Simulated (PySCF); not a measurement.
C2HNO, SMILES `O=c1cn1`, neutral singlet in the gas phase. 

Cartesian coordinates (Å):
SMILES: O=c1cn1
```xyz
5

O     -0.6650    -0.7919     0.9908
C     -0.3218    -0.2137     0.0160
C      0.4035     0.0805    -1.1291
N     -0.5513     0.8984    -0.8107
H      1.1303     0.0257    -1.9323
```
Charge 0, multiplicity 1.

All levels are single points at this geometry (CAM-B3LYP-D3(BJ)/def2-TZVP); Pople sets use spherical d functions. Orbital energies aren't observables, and empty levels follow the basis.

```tsv
level	HOMO (eV)	LUMO (eV)	gap (eV)	dipole (D)	vertical IE, Delta-SCF (eV)
CAM-B3LYP-D3(BJ)/def2-TZVP in PySCF	-9.03	-0.89	8.14	3.72	10.36
PBE-D3(BJ)/def2-TZVP in PySCF	-6.10	-3.31	2.79	3.39	9.99
B3LYP/6-311+G** in PySCF	-7.46	-2.52	4.94	3.71	–
BP86/6-31G* in PySCF	-5.87	-3.03	2.84	3.21	–
M06-2X/6-31G* in PySCF	-8.74	-0.63	8.11	3.51	–
SVWN5/6-31G* in PySCF	-5.89	-3.18	2.70	3.26	10.04
HF/3-21G in PySCF	-11.04	2.62	13.66	3.92	–
HF/6-31G* in PySCF	-11.13	2.65	13.78	4.09	9.26
HF/STO-3G in PySCF	-8.44	6.16	14.60	2.70	–
```
